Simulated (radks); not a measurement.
Computed order of ionisation of ruthenium. At each step one electron was removed from each of the four highest sub-shells of the ion before, moves of one valence electron (up to charge 6) and the configuration listed by NIST were tried, and the lowest configuration was kept. Method: Dirac Kohn-Sham, PBE, spin-unpolarised, spherical densities, finite nucleus; Fermi nuclear charge, rms radius of each element as measured or else 0.836 A^(1/3) + 0.57 fm; computed with a radial shooting solver on a logarithmic mesh with Libxc functionals. Sub-shells are occupied by j as written (lower j first in brackets).

| species | lowest configuration found | NIST configuration | margin to the next tried (eV) | IE (eV) | NIST IE (eV) | kind |
|---|---|---|---|---|---|---|
| Ru | [Kr] 4d(3/2: 4, 5/2: 4) | [Kr] 4d(3/2: 4, 5/2: 3) 5s1 lies 0.183 eV higher | 0.183 | 7.464 | 7.361 | exp. |
| Ru+ | [Kr] 4d(3/2: 4, 5/2: 3) | same | 0.332 | 17.988 | 16.8 | semi-emp. |
| Ru2+ | [Kr] 4d(3/2: 4, 5/2: 2) | same | 0.372 | 30.386 | 28.470 | semi-emp. |
| Ru3+ | [Kr] 4d(3/2: 4, 5/2: 1) | same | 0.414 | 44.236 | 45 | theory |
| Ru4+ | [Kr] 4d(3/2: 4, 5/2: 0) | same | 0.458 | 59.798 | 59 | theory |
| Ru5+ | [Kr] 4d(3/2: 3, 5/2: 0) | same | 18.077 | 75.999 | 76 | theory |
| Ru6+ | [Kr] 4d(3/2: 2, 5/2: 0) | same | 22.630 | 93.146 | 93 | theory |
| Ru7+ | [Kr] 4d(3/2: 1, 5/2: 0) | same | 46.487 | 111.16 | 110 | theory |
| Ru8+ | [Kr] | same | 47.526 | 178.50 | 178.41 | semi-emp. |
| Ru9+ | [Ar] 3d10 4s2 4p(1/2: 2, 3/2: 3) | same | 4.317 | 200.08 | 198 | theory |
| Ru10+ | [Ar] 3d10 4s2 4p(1/2: 2, 3/2: 2) | same | 4.516 | 222.17 | 220 | theory |
| Ru11+ | [Ar] 3d10 4s2 4p(1/2: 2, 3/2: 1) | same | 4.720 | 244.69 | 245 | theory |
| Ru12+ | [Ar] 3d10 4s2 4p(1/2: 2, 3/2: 0) | same | 4.930 | 272.75 | 271 | theory |
| Ru13+ | [Ar] 3d10 4s2 4p(1/2: 1, 3/2: 0) | same | 31.808 | 296.44 | 295.9 | semi-emp. |

Reference values: NIST Atomic Spectra Database (exp. = measured, semi-emp. = semi-empirical, theory = theoretical value adopted there). Spin polarisation and multiplet splitting are left out, so open shells lie too high by an amount that depends on their filling.

Beside tabulated values, note that spin-unpolarised runs miss the spin-polarisation part of the exchange energy of open shells.
